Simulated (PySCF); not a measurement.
**Correlation energy of Hf+ (hafnium, charge +1)**

Starting occupation: [Xe] 4f14 6s2 6p1, 6p3/2 with m_j = +3/2. Computed with PySCF 2.14 in x2c-TZVPall-2c with one added diffuse shell each of s, p, d type (12s12p11d2f, 117 functions), with X2C-1e with screened-nucleus spin-orbit coupling, Gaussian nucleus. Frozen: [Kr] 4d10 4f14; 11 electrons correlated; the 34 highest virtual spinors left out.

MP2 pair energies summed by pair of shells (mhartree):

| pair | energy | share (%) |
| --- | --- | --- |
| 5p-5p | -109.14 | 51.7 |
| 5p-6s | -38.08 | 18.0 |
| 6p-6s | -16.69 | 7.9 |
| 6s-6s | -16.32 | 7.7 |
| 5p-5s | -15.63 | 7.4 |
| 5p-6p | -7.56 | 3.6 |
| 5s-5s | -5.08 | 2.4 |
| 5s-6s | -2.19 | 1.0 |
| 5s-6p | -0.45 | 0.2 |

Total MP2 correlation energy: -211.12 mhartree.

The GHF reference relaxed away from the jj start to a determinant that is no pure jj level (⟨S²⟩ = 0.93, ⟨J²⟩ = 4.09); the energies belong to that determinant.

This basis was not built for core-valence correlation, so the inner-shell part is incomplete.
